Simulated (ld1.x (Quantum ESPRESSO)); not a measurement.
# Varying the TM potential for N (Z = 7)

Base potential:

ld1.x (Quantum ESPRESSO) 7.5 input, shortened:

```
&input
   title='N', zed=7., rel=0, dft='PBE', iswitch=3,
   config='[He] 2s2 2p2'
 /
 &inputp
   pseudotype=2, tm=.true., lloc=-1, rcloc=0.75,
   nlcc=.true.
 /
2
2S  1  0   2.00   0.00  0.90  0.90  0.0
2P  2  1   2.00   0.00  1.75  1.75  0.0
 &test
   configts(1)='2s2 2p2'
 /
```

All-electron outer shells of the reference configuration (PBE, non-relativistic, ld1.x):

```csv
shell,level (eV),outermost node (bohr),outermost maximum (bohr)
2s,-32.43,0.32,0.99
2p,-20.69,–,0.92
```

Cutoffs, loose and tight: the cutoffs (Ry, on a coarse ladder) from which the occupation-weighted sum of valence levels, in a spherical-Bessel basis at the reference potential, stays within 10 and 1 mRy of its value at 400 Ry. They do not see the model core or the augmentation charge, which bear on the density cutoff. Test errors are all-electron minus pseudo excitation energies from the reference, over the configurations 2s2 2p3; 2s2 2p1; 2s2 2p0; 2s1 2p0; 2s1 2p4; 2s2 2p2.5; 2s2 2p3.3. A dash means not determined; rows that change the core or the reference have their own tests.

The default core radius of the base comes out at 0.42 bohr.

```tsv
change	outcome	cutoff, loose	cutoff, tight	bound ghosts	largest test error (meV)
base	generated	55 Ry	140 Ry	none	+1285
core correction none	generated	55 Ry	140 Ry	none	+1367
core correction a·sin(br)/r model core inside 0.46 bohr	generated	55 Ry	140 Ry	none	+1326
core correction a·sin(br)/r model core inside 0.52 bohr	generated	55 Ry	140 Ry	none	+1388
core correction a·sin(br)/r model core inside 0.66 bohr	generated	55 Ry	140 Ry	none	+1248
core correction a·sin(br)/r model core inside 0.80 bohr	generated	55 Ry	140 Ry	none	+1311
core correction a·sin(br)/r model core inside 0.90 bohr	generated	55 Ry	140 Ry	none	+1340
core correction a·sin(br)/r model core inside 1.08 bohr	generated	55 Ry	140 Ry	none	+1360
```
